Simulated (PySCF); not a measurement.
KLi⁻: energy against distance

Set-up: basis K aug-cc-pVDZ-X2C, Li aug-cc-pVDZ-DK; spin-free X2C with a Gaussian nucleus; PySCF 2.14. Energies in eV from K + Li⁻ in their ground configurations at the same level. State: ²Σ⁺ (doublet), unpaired electrons σ ↑.

```json
{"R (Å)": "3.270", "HSE06": "-0.6401"}
{"R (Å)": "3.422", "HSE06": "-0.6810"}
{"R (Å)": "3.574", "HSE06": "-0.7041"}
{"R (Å)": "3.688", "HSE06": "-0.7122"}
{"R (Å)": "3.802", "HSE06": "-0.7142"}
{"R (Å)": "3.916", "HSE06": "-0.7112"}
{"R (Å)": "4.068", "HSE06": "-0.7013"}
{"R (Å)": "4.258", "HSE06": "-0.6820"}
{"R (Å)": "4.486", "HSE06": "-0.6525"}
{"R (Å)": "4.790", "HSE06": "-0.6081"}
```

**Question.** Put a parabola through the three lowest points of the HSE06 curve and estimate Re, k and ωe (reduced mass 5.945 u; 1 eV/Å² = 0.16022 mdyn/Å; ωe = 1302.8·√(k/μ) cm⁻¹).

**Answer.** Through R = 3.688, 3.802, 3.916 Å the second-order coefficient is 0.192 eV/Å², so Re ≈ 3.791 Å, k ≈ 0.0616 mdyn/Å and ωe ≈ 133 cm⁻¹. A polynomial fit of higher order to the unrounded HSE06 energies gives Re = 3.786 Å, k = 0.0628 mdyn/Å, ωe = 134 cm⁻¹; anharmonicity and rounding make the difference.

The higher-order fit for each curve: HSE06: Re = 3.786 Å, ωe = 134 cm⁻¹, De = 0.71 eV.

For an ion De counts to the pair picked by the measured ionisation energies or electron affinities, which need not be the lowest pair at this level. The highest Kohn–Sham level is positive in this anion. Much of that is self-interaction error, but it also means that the finite basis helps to hold the extra electron. The state is the lowest determinant that a PBE0 search found; another state may lie lower at other levels.
